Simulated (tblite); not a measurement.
`N#C[C@@]1(F)C(F)=C1Cl`. Structure optimised with GFN2-xTB, isolated species.

```
atom  x, y, z in Å
N1     2.1399   -0.4829   -1.5770
C2     1.3819   -0.3440   -0.7333
C3     0.4133   -0.1604    0.3047
F4     0.8721   -0.5739    1.5344
C5    -0.6060    0.9332    0.2681
F6    -0.7813    2.2208    0.4141
C7    -1.0824   -0.2615    0.0397
Cl8   -2.3284   -1.3219   -0.2754
```

Q: Which two atoms are farthest apart?

A: N1···Cl8, 4.73 Å; the next longest distance is 4.45 Å.

Q: What is the repulsion energy of the bare nuclei, Σ ZA·ZB/RAB?

A: 384.65 Eh over 28 pairs, with full nuclear charges and distances in bohr; the largest single term is 32.39 Eh (C7 with Cl8).

Q: How far apart are these pairs, which share no bond: C2···F4, C2···C5, C2···C7, F4···C7, F6···C7?

A: C2···F4 2.336 Å (2 bonds apart); C2···C5 2.566 Å (2 bonds apart); C2···C7 2.584 Å (2 bonds apart); F4···C7 2.480 Å (2 bonds apart); F6···C7 2.528 Å (2 bonds apart).

Q: How far are the heavy atoms from their best plane (unweighted least squares)?

A: 0.754 Å rms; N1 0.82, C2 0.26, C3 0.42, F4 1.79, C5 0.19, F6 0.52, C7 0.11, Cl8 0.31 Å (magnitudes).

Q: What are the angles C5–C3–C7, C2–C3–F4, F6–C5–C7, C3–C5–C7, C5–C7–Cl8, C3–C7–Cl8?

A: From the scalar product of the two bond vectors; for C5–C3–C7 it is 1.4237 Å² over 1.4954 × 1.5224 Å², cos θ = 0.6254. C5–C3–C7 51.3°; C2–C3–F4 112.6°; F6–C5–C7 150.6°; C3–C5–C7 65.4°; C5–C7–Cl8 152.6°; C3–C7–Cl8 144.1°.

Its GFN2-xTB frequencies are all real (lowest 92 cm⁻¹).

These are computed values.
